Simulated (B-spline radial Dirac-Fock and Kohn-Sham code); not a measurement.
**Subshell photoionisation cross sections of Pr⁵⁺ against photon energy**

System: Pr⁵⁺, [Kr] 4d10 5s2 5p6.

These are calculated numbers from a radial B-spline solver; the model is independent-particle photoionisation in a Dirac-Hartree-Slater potential with a Latter tail, all multipoles, thresholds from Dirac-Fock ΔSCF. Values are in kb; a dash marks an energy below the computed threshold.

| hν (eV) | 2s | 2p1/2 | 3s | 4s | 5s |
| --- | --- | --- | --- | --- | --- |
| 136 | – | – | – | – | 142 |
| 150 | – | – | – | – | 128 |
| 199 | – | – | – | – | 91.7 |
| 221 | – | – | – | – | 80.1 |
| 225 | – | – | – | – | 78.3 |
| 272 | – | – | – | – | 60.6 |
| 374 | – | – | – | – | 37.6 |
| 553 | – | – | – | 81.7 | 20.8 |
| 1070 | – | – | – | 31.7 | 7.19 |
| 1520 | – | – | – | 17.9 | 3.94 |
| 1990 | – | – | 38.4 | 11.3 | 2.44 |
| 3150 | – | – | 18.6 | 4.86 | 1.06 |
| 6210 | – | – | 5.45 | 1.34 | 0.286 |
| 9000 | 11.5 | 15.5 | 2.62 | 0.635 | 0.136 |
| 12200 | 6.45 | 6.63 | 1.40 | 0.337 | 0.0717 |
| 18400 | 2.78 | 2.00 | 0.578 | 0.138 | 0.0293 |
| 20200 | 2.27 | 1.51 | 0.470 | 0.112 | 0.0238 |
| 23000 | 1.71 | 1.02 | 0.351 | 0.0835 | 0.0177 |
| 45100 | 0.351 | 0.124 | 0.0711 | 0.0169 | 0.00358 |
| 84200 | 0.0715 | 0.0165 | 0.0145 | 0.00344 | 0.000730 |

At 84200 eV the multipoles beyond E1 give 16.0 % of 2s, 31.2 % of 2p1/2, 16.5 % of 3s, 16.7 % of 4s, 16.7 % of 5s.

Run: 4.6 s of CPU time on 1 thread of Neoverse-N1 (shared host), peak memory 0.35 GiB.
